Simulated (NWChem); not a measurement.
# AlNH4O2; SMILES [NH2][Al]([OH])[OH]

```xyz
8

Al    -0.0025    -0.0195     0.0000
O      1.1336    -1.2866     0.0000
H      2.0869    -1.2085     0.0000
O     -1.6568    -0.4108     0.0000
H     -1.9804    -1.3121     0.0000
N      0.4295     1.6911     0.0000
H     -0.2583     2.4352     0.0000
H      1.3636     2.0801     0.0000
```
Atoms are numbered in this order, from 1.

Program: NWChem. All runs use the structure optimised with PBE0/def2-SVP. B3LYP is NWChem's, with the RPA form of VWN correlation. Vertical excitations in the gas phase; the lowest state need not have the same character in each row.

### Question
Order these by “lowest excitation, singlet (eV)”, lowest first: B3LYP/def2-SVPD, full TDDFT; PBE/def2-SVPD, full TDDFT; PBE0/def2-SVPD, full TDDFT.

### Answer
PBE/def2-SVPD, full TDDFT (4.75), B3LYP/def2-SVPD, full TDDFT (5.32), PBE0/def2-SVPD, full TDDFT (5.56)
